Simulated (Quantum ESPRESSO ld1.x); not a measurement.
Question: The hafnium ion Hf4+, configuration [Xe] 4f14. All-electron calculation, Dirac Kohn-Sham, PW91, spin-unpolarised, spherical densities, point nucleus. Program: ld1.x of Quantum ESPRESSO 7.5. Some entries of the table are withheld. Estimate them.

| orbital | occ. | eigenvalue (eV) | <r^2> (bohr^2) | r(max) (bohr) |
|---|---|---|---|---|
| 1s1/2 | 2 | (1) | 0.0004949 | 0.012 |
| 2s1/2 | 2 | -11185.8 | 0.007580 | 0.068 |
| 2p1/2 | 2 | (2) | (3) | 0.051 |
| 2p3/2 | 4 | (4) | (5) | 0.058 |
| 3s1/2 | 2 | -2580.20 | 0.04967 | 0.192 |
| 3p1/2 | 2 | -2358.20 | (6) | 0.181 |
| 3p3/2 | 4 | -2102.68 | (7) | 0.195 |
| 3d3/2 | 4 | -1727.15 | 0.04079 | 0.153 |
| 3d5/2 | 6 | -1671.42 | 0.04263 | 0.157 |
| 4s1/2 | 2 | -552.597 | 0.2477 | 0.437 |
| 4p1/2 | 2 | -461.674 | 0.2567 | 0.437 |
| 4p3/2 | 4 | -403.204 | 0.2933 | 0.466 |
| 4d3/2 | 4 | -253.848 | 0.3245 | 0.466 |
| 4d5/2 | 6 | -243.145 | 0.3387 | 0.477 |
| 5s1/2 | 2 | -107.780 | 1.420 | 1.01 |
| 5p1/2 | 2 | -81.6240 | 1.734 | (8) |
| 5p3/2 | 4 | -73.4302 | 2.008 | (9) |
| 4f5/2 | 6 | -58.9046 | 0.5626 | 0.451 |
| 4f7/2 | 8 | -57.1494 | 0.5834 | 0.458 |

Answer: 
(1) 1s1/2 eigenvalue (eV): -65248.3
(2) 2p1/2 eigenvalue (eV): -10684.7
(3) 2p1/2 <r^2> (bohr^2): 0.005431
(4) 2p3/2 eigenvalue (eV): -9492.42
(5) 2p3/2 <r^2> (bohr^2): 0.006638
(6) 3p1/2 <r^2> (bohr^2): 0.04570
(7) 3p3/2 <r^2> (bohr^2): 0.05237
(8) 5p1/2 r(max) (bohr): 1.10
(9) 5p3/2 r(max) (bohr): 1.18
